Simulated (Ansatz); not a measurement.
Consider the cleavage of the Al–Al bond: `[AlH2][AlH][SeH]` + `N=C[SeH]` → `[AlH2]/[N]=C\[SeH]` + `[AlH2][SeH]`.

Calculated with Ansatz (gas phase, PBE0-D4/def2-TZVP geometries, no zero-point term in ΔE). CCSD(T)/CBS is the MP2 limit (def2-TZVPP, def2-QZVPP) plus CCSD(T) − MP2 in def2-TZVPP, frozen cores. Functionals use def2-TZVPP. B3LYP here is the variant with VWN-RPA as its local correlation; programs differ in this. For Se outer-core shells are correlated without core-valence functions, which leaves a few kJ/mol of doubt a bond. Scalar relativity is left out up to krypton. Each species was taken in one conformer, which may not be the lowest.

| level | ΔE (eV) |
| --- | --- |
| B3LYP | -1.04 |
| MP2/def2-QZVPP | -1.10 |

Task: What does CCSD(T)/CBS give? (Estimate.)

Result: The calculation gave: -0.95 eV. The listed levels differ from it by -0.09, -0.15 eV.

Largest T1 diagnostic among the species: 0.013.

At CCSD(T), def2-SVP lies −0.07 eV from the extrapolated value and def2-TZVPP +0.01 eV. Leaving LDA and LC-ωPBE aside and taking each functional with its dispersion term where it has one, the values, not all of them listed here, spread over 0.29 eV, from B97M-V to HSE06-D4. LDA lies −0.09 eV from PBE without D4.
